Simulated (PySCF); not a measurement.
Compound: SnCl4.
Bonds: Sn1–Cl2, Sn1–Cl3, Sn1–Cl4, Sn1–Cl5.

The calculation used PySCF 2.14.0, PBE0-D3(BJ)/def2-SVP geometry optimisation, gas phase, def2 core potentials past Kr.

Problem. How far are the bound atoms from Sn1?

Solution. 4 atoms: Cl5 2.312 Å, Cl3 2.314 Å, Cl4 2.315 Å, Cl2 2.316 Å.

Problem. List the angles at Sn1.

Solution. 
```csv
angle,degrees,distance of the outer atoms (Å)
Cl2–Sn1–Cl4,110.4,3.80
Cl2–Sn1–Cl3,109.8,3.79
Cl2–Sn1–Cl5,109.5,3.78
Cl3–Sn1–Cl4,109.3,3.78
Cl3–Sn1–Cl5,109.1,3.77
Cl4–Sn1–Cl5,108.8,3.76
```

Problem. What is the shape at Sn1?

Solution. Tetrahedral: angles from 108.8° to 110.4°; τ4 = (360° − α − β)/141° = 0.99 with α and β the two widest (0 for a square, 1 for a tetrahedron). Differences among atoms that Td makes equivalent are scatter left by the optimiser.

Point group: Td (every atom within 0.08 Å of its image). Charge 0, singlet. PBE0-D3(BJ)/def2-SVP frequencies: not computed here.
